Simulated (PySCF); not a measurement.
**Pt⁺: excitation energy**

Pt⁺ [Xe] 4f14 5d9 (2D) → Pt⁺ [Xe] 4f14 5d8 6p1 (high-spin determinant), as a difference of total energies. Calculation: PySCF 2.14, in def2-TZVPPD with the def2 core potential (60 electrons); a scalar-relativistic core potential. Correlated levels: valence and next inner shell: nothing frozen outside the core potential. The calculations carry no spin-orbit coupling.

```csv
method,excitation energy (eV)
UHF,6.906
MP2 (valence and next inner shell),8.091
SCS-MP2 (valence and next inner shell),8.043
CCSD (valence and next inner shell),7.800
CCSD(T) (valence and next inner shell),7.828
```

Q: How much does correlation contribute at CCSD(T) (valence and next inner shell)?

A: 7.828 − (6.906) = 0.922 eV, measured against UHF.

The determinant of the upper state mixes LS terms, which raises its energy above the lowest term, most at the Hartree-Fock and MP2 levels.
